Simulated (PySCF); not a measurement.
Shapes and spin states of IrCl₃⁺

These are results of B3LYP in PySCF with Ir def2-SVP with ECP60, Cl def2-SVP; scalar-relativistic core potentials, no spin–orbit coupling; density-fitted integrals, not measurements.

Relaxations began from a few typed shapes and spin states; open shells are unrestricted. The search is not exhaustive: other isomers or separated fragments can lie lower, and high-lying points may rest on an excited occupation.

Task: Which is the lowest minimum found?
A. quartet C2v: Ir–Cl 2.163 Å, Ir–Cl 2.201 Å (×2); Cl–Ir–Cl 106.4° (×2), Cl–Ir–Cl 147.3°
B. sextet D3h: Ir–Cl 2.268 Å (×3); Cl–Ir–Cl 120.0° (×3)
C. quartet C2v: Ir–Cl 2.182 Å (×2), Ir–Cl 2.195 Å; Cl–Ir–Cl 99.6°, Cl–Ir–Cl 130.2° (×2)
D. sextet C3v: Ir–Cl 2.264 Å (×3); Cl–Ir–Cl 115.0° (×3)
E. broken-symmetry Ms = 1/2 (⟨S²⟩ 1.76) C2v: Ir–Cl 2.162 Å, Ir–Cl 2.200 Å (×2); Cl–Ir–Cl 106.3° (×2), Cl–Ir–Cl 147.5°

Result: A. The others lie at 3.9 (quartet C2v, a saddle point), 37.7 (broken-symmetry Ms = 1/2 C2v), 108.9 (sextet C3v), 115.3 (sextet D3h, a saddle point) kJ/mol above it.

Formally Ir is in oxidation state +4, d5, with 3 unpaired electrons (the high-spin count would be 5). The Mulliken spin on Ir is 1.71. The polar-tensor charge on Ir, 1.17, is far below the formal one.

For the lowest minimum: other spin states or occupations of the open shell can lie lower. Spin–orbit coupling, left out here, can matter for elements this heavy.
